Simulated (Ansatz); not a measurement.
The inner images of a band of F₂H₆O₄W (13 atoms, charge 0, multiplicity 1) are given out of order.

These are results of Ansatz, RKS PBE/def2-SVP, not measurements.

Initial state:

```xyz
13
Properties=species:S:1:pos:R:3
W -0.183 -0.013 0.240
H 0.308 0.077 1.895
F 1.519 -0.980 0.228
F -0.746 1.746 0.760
O -2.072 -0.103 -0.029
H -2.402 -1.019 -0.131
O -0.653 -1.875 0.564
H 0.181 -2.384 0.646
O 0.326 0.496 -1.521
H 1.206 0.912 -1.635
O 1.749 1.535 0.461
H 2.368 1.050 1.042
H 1.346 2.234 1.018
```

Final state:

```xyz
13
Properties=species:S:1:pos:R:3
W 0.168 0.069 -0.459
H 0.867 0.082 4.174
F 2.011 -0.459 -0.446
F 0.751 1.704 -1.314
O -1.691 0.366 -0.256
H -2.168 0.574 0.569
O -0.049 -1.620 0.396
H 0.745 -2.163 0.573
O -0.060 -0.457 -2.262
H 0.166 0.118 -3.018
O 0.500 1.123 1.105
H 0.916 2.003 1.026
H 0.794 0.334 3.450
```

Question: Put them in order from the first end to the last, with their energies above the first end.
A.
```xyz
13
Properties=species:S:1:pos:R:3
W -0.002 0.022 0.061
H -0.350 0.599 1.659
F 1.668 -0.970 0.000
F -0.427 1.928 -0.091
O -1.864 -0.168 -0.212
H -2.203 -1.033 0.100
O -0.418 -1.712 0.880
H 0.406 -2.238 0.944
O 0.386 0.406 -1.782
H 0.122 1.306 -2.066
O 1.796 1.253 0.977
H 2.449 0.603 1.311
H 1.386 1.678 1.757
```
B.
```xyz
13
Properties=species:S:1:pos:R:3
W 0.372 0.027 -0.336
H -0.921 1.086 3.369
F 2.070 -0.540 -1.010
F 0.748 1.862 -0.816
O -1.331 0.147 0.434
H -1.783 -0.324 1.156
O 0.256 -1.830 0.135
H 1.060 -2.366 -0.004
O -0.311 0.004 -2.105
H -0.121 0.708 -2.752
O 1.288 0.574 1.254
H 1.895 1.337 1.250
H -0.274 0.991 2.962
```
C.
```xyz
13
Properties=species:S:1:pos:R:3
W 0.292 0.248 -0.054
H -0.565 0.749 1.621
F 1.970 -0.622 -0.394
F 0.062 2.128 -0.195
O -1.598 -0.003 -0.325
H -2.075 -0.468 0.388
O 0.058 -1.419 0.936
H 0.865 -1.970 0.882
O 0.309 0.214 -1.955
H -0.501 0.572 -2.374
O 1.593 1.026 1.438
H 2.200 0.304 1.706
H 0.339 0.915 1.864
```
D.
```xyz
13
Properties=species:S:1:pos:R:3
W 0.435 0.223 -0.237
H -0.941 0.933 2.670
F 2.071 -0.699 -0.630
F 0.078 2.070 -0.521
O -1.417 0.262 0.202
H -1.770 -0.606 0.494
O 0.048 -1.560 0.469
H 0.837 -2.136 0.402
O 0.302 0.073 -2.136
H -0.394 0.644 -2.523
O 1.498 0.887 1.210
H 2.390 0.532 1.381
H -0.188 1.051 2.757
```
E.
```xyz
13
Properties=species:S:1:pos:R:3
W 0.309 -0.001 -0.489
H -0.176 0.684 4.247
F 2.124 -0.506 -0.835
F 0.778 1.754 -1.150
O -1.494 0.237 0.039
H -1.833 0.309 0.951
O 0.202 -1.808 0.113
H 1.008 -2.359 0.080
O -0.196 -0.237 -2.296
H -0.081 0.453 -2.977
O 0.883 0.797 1.155
H 1.284 1.687 1.153
H 0.141 0.666 3.546
```

Answer: A (+0.47 eV), C (+0.87 eV), D (-0.28 eV), B (-0.65 eV), E (-0.70 eV).

Time of the run: 8.1 min on 4 threads of Arm Neoverse V1, with other jobs on the host, peak memory 0.23 GiB.
